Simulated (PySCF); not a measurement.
Isomers of C6H14N2Si, one GFN2-xTB conformer each. Single-point energies are computed at PBE0/pcSseg-1 (PySCF, gas phase, no added dispersion term), electronic only.

```json
{"SMILES": "C#C[C@@H](CC)[Si@@H](N)NC", "GFN2-xTB relative energy (kJ/mol)": "71.7"}
{"SMILES": "C#CCN(C)[SiH2]N(C)C", "GFN2-xTB relative energy (kJ/mol)": "37.1"}
{"SMILES": "CC(C)(C)N[Si@@H]1CC=N1", "GFN2-xTB relative energy (kJ/mol)": "0.0"}
{"SMILES": "C#CC[C@H](CNC)N[SiH3]", "GFN2-xTB relative energy (kJ/mol)": "100.0"}
```

Conformers: `[CH:1]#[C:2][C@@H:3]([CH2:4][CH3:5])[Si@@H:6]([NH2:7])[NH:8][CH3:9]` with C2–C3–C4–C5 65°, C2–C3–Si6–N7 70°, C3–Si6–N7–H -46° and 177°, C3–Si6–N8–C9 -177°; `[CH:1]#[C:2][CH2:3][N:4]([CH3:5])[SiH2:6][N:7]([CH3:8])[CH3:9]` with C2–C3–N4–C5 -68°, C3–N4–Si6–N7 161°, N4–Si6–N7–C8 161°; `[CH3:1][C:2]([CH3:3])([CH3:4])[NH:5][Si@@H:6]1[CH2:7][CH:8]=[N:9]1` with C2–N5–Si6–C7 -106°; `[CH:1]#[C:2][CH2:3][C@H:4]([CH2:5][NH:6][CH3:7])[NH:8][SiH3:9]` with C2–C3–C4–C5 -66°, C3–C4–C5–N6 171°, C4–C5–N6–C7 170°, C3–C4–N8–Si9 -90°.

Q: What does PBE0/pcSseg-1 give for the same structures?

A: 
```json
{"SMILES": "CC(C)(C)N[Si@@H]1CC=N1", "PBE0/pcSseg-1 E (Eh)": "-635.47201", "PBE0/pcSseg-1 (kJ/mol)": "0.0", "GFN2-xTB (kJ/mol)": "0.0", "point group": "C1"}
{"SMILES": "C#C[C@@H](CC)[Si@@H](N)NC", "PBE0/pcSseg-1 E (Eh)": "-635.45177", "PBE0/pcSseg-1 (kJ/mol)": "53.1", "GFN2-xTB (kJ/mol)": "71.7", "point group": "C1"}
{"SMILES": "C#CCN(C)[SiH2]N(C)C", "PBE0/pcSseg-1 E (Eh)": "-635.41015", "PBE0/pcSseg-1 (kJ/mol)": "162.4", "GFN2-xTB (kJ/mol)": "37.1", "point group": "C1"}
{"SMILES": "C#CC[C@H](CNC)N[SiH3]", "PBE0/pcSseg-1 E (Eh)": "-635.39434", "PBE0/pcSseg-1 (kJ/mol)": "203.9", "GFN2-xTB (kJ/mol)": "100.0", "point group": "C1"}
```

Both levels put the same isomer lowest; measured from each level's own lowest isomer, the values differ by up to 125.3 kJ/mol (C#CCN(C)[SiH2]N(C)C: 37.1 against 162.4). As drawn, the lowest has a four-membered ring, a C=N bond and an Si–C bond, which the highest lacks; the highest has a C≡C bond, which the lowest lacks.

Q: Which frontier levels, dipoles and rotational constants go with these structures?

A: 
```json
{"SMILES": "CC(C)(C)N[Si@@H]1CC=N1", "HOMO (eV, PBE0/pcSseg-1)": "-6.55", "LUMO (eV)": "-0.05", "dipole (D)": "2.71", "A, B, C (MHz)": "3009, 770.3, 742.3"}
{"SMILES": "C#C[C@@H](CC)[Si@@H](N)NC", "HOMO (eV, PBE0/pcSseg-1)": "-6.74", "LUMO (eV)": "1.02", "dipole (D)": "1.50", "A, B, C (MHz)": "1881, 966.7, 709.6"}
{"SMILES": "C#CCN(C)[SiH2]N(C)C", "HOMO (eV, PBE0/pcSseg-1)": "-6.33", "LUMO (eV)": "0.94", "dipole (D)": "0.91", "A, B, C (MHz)": "3044, 708.3, 654.5"}
{"SMILES": "C#CC[C@H](CNC)N[SiH3]", "HOMO (eV, PBE0/pcSseg-1)": "-6.26", "LUMO (eV)": "0.48", "dipole (D)": "1.61", "A, B, C (MHz)": "1139, 1011, 573.6"}
```
